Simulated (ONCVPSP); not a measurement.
## Cr (Z = 24), ONCV: configuration errors across variants

ONCVPSP 4.0.1 input, shortened (lines: element, Z, core and valence counts, functional; n l f; lmax; l rc ep ncon nbas qcut; lloc lpopt rc5 dvloc0; l nproj debl; icmod fcfact rcfact), PBE, scalar-relativistic:

```
  Cr 24.00    3    3        4      upf
    1    0    2.00
    2    0    2.00
    2    1    6.00
    3    0    2.00
    3    1    6.00
    3    2    5.00
    2
    0    0.95    0.00    4    8    8.60
    1    1.35    0.00    5    8    9.90
    2    2.10    0.00    4    8    6.20
    4    3    0.85    6.00
    0    2    1.80
    1    2    3.90
    2    1    3.60
    3    3.50    1.20
```

In the s channel the program set the typed energies aside and used -2.976, 0.250 Ha.

All-electron excitation energies from the reference (eV): (1) 3s2 3p6 3d5 4s1 -6.902; (2) 3s2 3p6 3d4 16.052; (3) 3s2 3p6 3d3 46.801; (4) 3s2 3p5 3d5 4s1 44.612.

1 further variants failed, have other tests or another functional or relativity, and are left out.

Errors AE − PS in meV (a dash: test not solved or not reliable):

| change | (1) | (2) | (3) | (4) | bound ghosts | GHOST(+) flags above zero |
| --- | --- | --- | --- | --- | --- | --- |
| base | +12 | +43 | +536 | -468 | none | none |
| d: rc 1.4 | +3.7 | +1.9 | +99 | -156 | none | none |
| s: qcut 11.1 | +12 | +43 | +539 | -471 | none | none |
| s: qcut 11.9; p: qcut 13.7; d: qcut 8.6 | +7.7 | +18 | +278 | -275 | none | none |
| core correction Teter function, fcfact 2.4, rcfact 1.2 | +12 | +43 | +536 | -468 | none | none |

Question: Give the same row for: core correction Teter function, fcfact 4.25, rcfact 1.05.

Answer: +12, +43, +536, -465; bound ghosts: none; GHOST(+) flags above zero: none.
